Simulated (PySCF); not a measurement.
NMR parameters of (FSi)4NH6 adamantane

(FSi)4NH6 adamantane, F4H6N6Si4, point group C1.

Geometry (Å), atoms numbered from 1 in this order:
```xyz
20

Si    0.8129   -1.0610   -1.1253
F     1.5298   -2.0259   -2.1976
N     1.6496    0.4572   -0.9839
Si    0.8870    1.5678    0.1102
F     1.6933    2.9603    0.1715
N    -0.7602    1.8233   -0.3642
Si   -1.6473    0.3264   -0.4607
F    -3.1453    0.5907   -0.9908
N    -0.8332   -0.7434   -1.5834
N    -1.5969   -0.4184    1.1031
Si    0.0372   -0.7490    1.6302
F    -0.0104   -1.4896    3.0596
N     0.8376   -1.7599    0.4625
N     0.8330    0.7878    1.6620
H     2.6513    0.3529   -0.8165
H    -0.9200    2.4701   -1.1348
H    -0.9625   -0.5222   -2.5704
H    -2.2573   -1.1899    1.1976
H     0.6101   -2.7504    0.5334
H     0.4538    1.3873    2.3969
```

GIAO calculations in PySCF 2.14.0 with density-fitted response routines on the PBE0-D3(BJ)/def2-SVP structure: isolated species, non-relativistic, equivalent atoms averaged; basis pcSseg-1.

**Question.** Give the isotropic shieldings (ppm) with PBE0, wB97X-D.

**Answer.** 
| atoms | environment | PBE0 | wB97X-D |
| --- | --- | --- | --- |
| Si1/Si4/Si7/Si11 | silicon bonded to F, 3 N | 386.8 | 384.9 |
| F2/F5/F8/F12 | fluorine bonded to Si | 331.3 | 337.0 |
| N3/N6/N9/N10/N13/N14 | nitrogen bonded to 2 Si, H | 198.6 | 201.7 |
| H15/H16/H17/H18/H19/H20 | hydrogen on a nitrogen bonded to 2 Si | 30.18 | 30.33 |
| HOMO–LUMO gap (eV) | – | 7.73 | 11.54 |

**Question.** And the chemical shifts, against references computed in the same way?

**Answer.** 
```
                  atoms  nucleus, reference    PBE0  wB97X-D
       Si1/Si4/Si7/Si11           ²⁹Si, TMS   -34.8    -32.0
           F2/F5/F8/F12          ¹⁹F, CFCl3  -154.1   -149.8
   N3/N6/N9/N10/N13/N14            ¹⁵N, NH3    67.1     62.3
H15/H16/H17/H18/H19/H20             ¹H, TMS    1.08     1.05
```

**Question.** Which part of the shielding of Si1/Si4/Si7/Si11 depends on the functional?

**Answer.** Diamagnetic: PBE0 885, wB97X-D 885 ppm; paramagnetic: PBE0 -498, wB97X-D -500 ppm. The diamagnetic part, set mainly by inner electrons, hardly moves; the paramagnetic part goes with low-lying magnetically allowed excitations and carries the spread.

Unscaled 19F shifts against computed CFCl3 carry errors that often reach 10 to 50 ppm. Experimental scales use liquid or dissolved standards, which lie at an offset from isolated NH3 (liquid NH3: subtract about 20 ppm).
